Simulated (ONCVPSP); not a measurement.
# Configuration tests for vanadium (ONCV)

V, optimised norm-conserving Vanderbilt (ONCV), made with ONCVPSP 4.0.1 (PBE, fully relativistic). Core [Ne], reference 3s2 3p6 3d3 4s1 (charge +1). Waves: 3s+4s: rc 1.85 bohr, ncon 3, nbas 6, qcut 6.7 1/bohr, 2 projectors; 3p: rc 1.25 bohr, ncon 4, nbas 7, qcut 9.3 1/bohr, 2 projectors, debl 1 Ha; 3d: rc 2.15 bohr, ncon 4, nbas 9, qcut 6.7 1/bohr, 1 projector. Local part: polynomial inside 1.15 bohr (lpopt 5, dvloc0 0 Ha). Core correction: none.

Open shells are filled in proportion to 2j + 1.

In the p channel the program set the typed energies aside and used -1.888, 0.250 Ha (j = l + 1/2; the other j can differ).

Energies are relative to the spin-unpolarised reference configuration 3s2 3p6 3d3 4s1; without spin polarisation the order of configurations can differ from experiment.

(1) Give the all-electron excitation energy and the error of the potential for: 3s2 3p6 3d3 4s2; 3s2 3p6 3d3 4s0; 3s2 3p6 3d2 4s0; 3s1 3p6 3d3 4s2.

Levels in the configuration 3s2 3p6 3d3 4s2:

```json
{"level": "3s j=1/2", "all-electron (eV)": "-70.223", "pseudo (eV)": "-70.166"}
{"level": "3p j=3/2", "all-electron (eV)": "-43.757", "pseudo (eV)": "-43.720"}
{"level": "3p j=1/2", "all-electron (eV)": "-44.589", "pseudo (eV)": "-44.550"}
{"level": "3d j=5/2", "all-electron (eV)": "-5.139", "pseudo (eV)": "-5.109"}
{"level": "3d j=3/2", "all-electron (eV)": "-5.205", "pseudo (eV)": "-5.174"}
{"level": "4s j=1/2", "all-electron (eV)": "-4.702", "pseudo (eV)": "-4.704"}
```

Results:

(1)

| valence configuration | charge | ΔE all-electron (eV) | error AE − PS (meV) |
| --- | --- | --- | --- |
| 3s2 3p6 3d3 4s2 | 0 | -7.735 | +0.7 |
| 3s2 3p6 3d3 4s0 | +2 | 14.296 | -3.3 |
| 3s2 3p6 3d2 4s0 | +3 | 43.193 | +159 |
| 3s1 3p6 3d3 4s2 | +1 | 69.693 | -637 |
